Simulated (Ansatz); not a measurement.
H2OPb (SMILES [OH][PbH]) moved off its minimum; all values from Ansatz (a first-principles code), cores frozen in correlated methods. Elements past Kr take the def2 small-core potentials, without spin–orbit coupling.
(charge 0, multiplicity 1)
```xyz
4

Pb    -0.14038    -0.06339     0.13739
H     -1.48930    -0.02715    -1.20154
O      1.30078     0.91943    -1.13183
H      0.92479     1.23878    -1.95710
```

Question: Give the forces (eV/Å), the total energy and the dipole at CCSD(T)/def2-TZVPPD.

Answer: 
```json
[
 {"atom": "Pb1", "Fx": "0.324", "Fy": "0.303", "Fz": "-0.640"},
 {"atom": "H2", "Fx": "0.098", "Fy": "0.012", "Fz": "0.167"},
 {"atom": "O3", "Fx": "-0.342", "Fy": "-0.228", "Fz": "0.514"},
 {"atom": "H4", "Fx": "-0.080", "Fy": "-0.088", "Fz": "-0.042"}
]
```
Energy -268.2489 hartree, dipole 2.48 D.
